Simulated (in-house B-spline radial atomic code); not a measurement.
# Ionising the niobium ion Nb²⁺ with different functionals

Computed with a radial B-spline atomic code at the basis-set limit: four-component Dirac-Coulomb Hamiltonian, Fermi nucleus of rms radius 4.324 fm, spin-restricted, spherical fractional occupations for the functionals. The ionisation energy is the difference of two self-consistent energies, [Kr] 4d3 → [Kr] 4d2, without Breit or QED terms; ε is the level of the shell that loses the electron (mean over j). The electron is taken from both j subshells in proportion to 2j + 1, so the result is a j average, not the step between ground levels.

Hybrids are left out here: with spherical fractional occupations of an open shell their exact exchange keeps a self-interaction that integer-occupation calculations don't have.

```csv
method,rung,ΔSCF (eV),-ε(4d) (eV)
LDA VWN5,LDA,24.94,19.32
relativistic LDA,LDA,24.95,19.34
LDA PW92,LDA,?,?
LDA exchange-only,LDA,23.53,17.98
PBE,GGA,?,?
PBEsol,GGA,24.69,19.08
BLYP,GGA,24.64,19.03
RPBE,GGA,24.66,19.03
PW91,GGA,24.78,19.15
BP86,GGA,24.80,19.20
AM05,GGA,24.68,19.06
OLYP,GGA,24.71,19.03
```

What does LDA PW92 give?

ΔSCF 24.93 eV, and -ε(4d) = 19.32 eV.

What does PBE give?

ΔSCF 24.72 eV, and -ε(4d) = 19.10 eV.

How do they compare with the NIST value?

NIST lists 25.040 eV (semi-empirical, ground level to ground level). Errors run from -1.51 to -0.09 eV; relativistic LDA is closest (-0.09 eV), but part of that can be cancellation, since the calculations leave out Breit-QED terms, spin polarisation, the choice among j levels, multiplet and fine-structure energies.
